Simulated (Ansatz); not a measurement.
A nudged elastic band was laid between two geometries of C₂H₅ClOSi (10 atoms, charge 0, multiplicity 1).

Method: UKS PBE-D4/def2-SVP (Ansatz).

| Quantity | Value |
| --- | --- |
| movable images | 7 |
| climbing image | yes |
| spring | 5.0 eV/Å² |
| optimiser | quadratic models (default) |
| start path | through a guess of the saddle point |
| force threshold | 0.05 eV/Å |
| iteration limit | 55 |
| end points | relaxed |

Initial state:

```xyz
10
Properties=species:S:1:pos:R:3
O -1.822 -0.053 1.089
C -1.193 0.832 0.546
C 0.245 0.653 0.091
Si 0.662 -1.179 -0.332
Cl 0.583 1.733 -1.321
H -1.632 1.854 0.343
H 0.904 0.992 0.922
H -0.332 -1.670 -1.341
H 0.622 -2.015 0.913
H 2.047 -1.198 -0.908
```

Final state:

```xyz
10
Properties=species:S:1:pos:R:3
O -1.430 0.765 1.301
C -1.128 0.917 0.013
C 0.335 0.759 -0.112
Si 0.627 -1.139 -0.390
Cl 0.995 1.559 -1.592
H -2.406 0.803 1.370
H 0.944 1.077 0.767
H -0.112 -1.585 -1.613
H 0.152 -1.894 0.821
H 2.107 -1.313 -0.562
```

Q: What changes between the two ends?

A: Bonds broken: C2–H6. Bonds formed: O1–H6.

Q: Give the energies along the band, and the barrier.

A: The forces met the threshold. The highest image is number 5 of 0 to 8, 329.6 kJ/mol above the first end and 110.0 kJ/mol above the last; the last end lies 219.5 kJ/mol above the first. A structure lower than the first end lies on the path between it and the top, so the climb from that side starts below the end, which may itself be a saddle point or a shallow side well. Neighbouring images differ by up to 2.4 eV, so the band resolves the path poorly. A vibrational analysis at the climbing image gives one clearly imaginary mode, 1791i cm⁻¹: a first-order saddle point. The orbitals stay closed-shell, which can raise the energy where a bond breaks towards radicals; this wasn't checked here.

```tsv
image	path coordinate (Å)	energy (kJ/mol)	C2–H6 (Å)	O1–H6 (Å)
0	0.00	0.0	1.13	2.06
1	0.57	0.0	1.13	2.06
2	1.15	-0.9	1.13	2.06
3	1.72	2.1	1.13	2.04
4	2.29	96.6	1.11	1.75
5	2.86	329.6	1.27	1.18
6	3.19	266.2	1.56	0.99
7	3.51	223.0	1.81	0.98
8	3.84	219.5	1.87	0.98
```

Q: What is the geometry of the highest image?

A: 
```xyz
10
Properties=species:S:1:pos:R:3:forces:R:3
O -1.460 0.703 1.527 0.00 0.00 0.00
C -1.105 0.917 0.268 0.00 0.00 0.00
C 0.332 0.722 -0.039 0.00 0.00 0.00
Si 0.632 -1.159 -0.389 0.00 0.00 0.00
Cl 0.870 1.619 -1.505 0.00 0.00 0.00
H -2.291 0.957 0.729 0.00 0.00 0.00
H 0.963 1.017 0.833 0.00 0.00 0.00
H -0.211 -1.568 -1.558 0.00 0.00 0.00
H 0.263 -1.948 0.835 0.00 0.00 0.00
H 2.091 -1.311 -0.698 0.00 0.00 0.00
```

The band took 24 iterations and roughly 13 core-minutes.

Time of the run: 6.8 min on 2 threads of AMD EPYC 7R43 64-Core Processor (Zen 3), with other jobs on the host, peak memory 0.18 GiB.
